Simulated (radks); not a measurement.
The numbers below are computed, except where a source is named.
Species: Cr III. Configuration: [Ar] 3d2 4p2 (not the ground configuration).

Level of theory: scalar-relativistic Kohn-Sham, PBE, spin-polarised, spherical densities, finite nucleus; open shells are filled with parallel spins first; Fermi nuclear charge, rms radius 3.6452 fm (a radial shooting solver on a logarithmic mesh with Libxc functionals).

Energy parts (eV):
| part | energy |
|---|---|
| total | -28537.883 |
| kinetic | 28830.082 |
| electron-nucleus | -67308.197 |
| Hartree | 11231.539 |
| exchange-correlation | -1291.308 |

Orbitals (lengths in bohr, moments of r in powers of bohr; <r^-3> diverges for s and p1/2; r(90%) holds 90 % of the orbital's charge):
\begin{tabular}{lrrrrrr}
orbital & occ. & eigenvalue (eV) & <1/r> & <r^-3> & r(90%) & <r^2> \\ \hline
1s up & 1 & -5919.370 & 23.88 & - & 0.114 & 0.005433 \\
1s down & 1 & -5919.278 & 23.88 & - & 0.114 & 0.005433 \\
2s up & 1 & -708.4001 & 5.048 & - & 0.455 & 0.1016 \\
2s down & 1 & -707.3183 & 5.053 & - & 0.454 & 0.1014 \\
2p up & 3 & -601.6450 & 4.947 & 361.0 & 0.427 & 0.08329 \\
2p down & 3 & -600.7616 & 4.952 & 361.8 & 0.426 & 0.08304 \\
3s up & 1 & -112.4981 & 1.610 & - & 1.31 & 0.8848 \\
3s down & 1 & -109.7267 & 1.605 & - & 1.31 & 0.8876 \\
3p up & 3 & -83.2460 & 1.488 & 46.90 & 1.41 & 0.9935 \\
3p down & 3 & -80.5038 & 1.483 & 46.51 & 1.41 & 0.9978 \\
3d up & 2 & -38.0865 & 1.214 & 4.332 & 1.74 & 1.369 \\
3d down & 0 & -35.3476 & 1.211 & 4.309 & 1.74 & 1.376 \\
4p up & 2 & -18.7747 & 0.4744 & 5.599 & 4.02 & 8.604 \\
\end{tabular}

The highest occupied level is 4p up at -18.775 eV. The configuration is held as typed, so some empty levels lie below it. The spin density at the nucleus is -0.6231 e/bohr^3 (1s -0.1195, 2s -0.9945, 3s 0.4908).
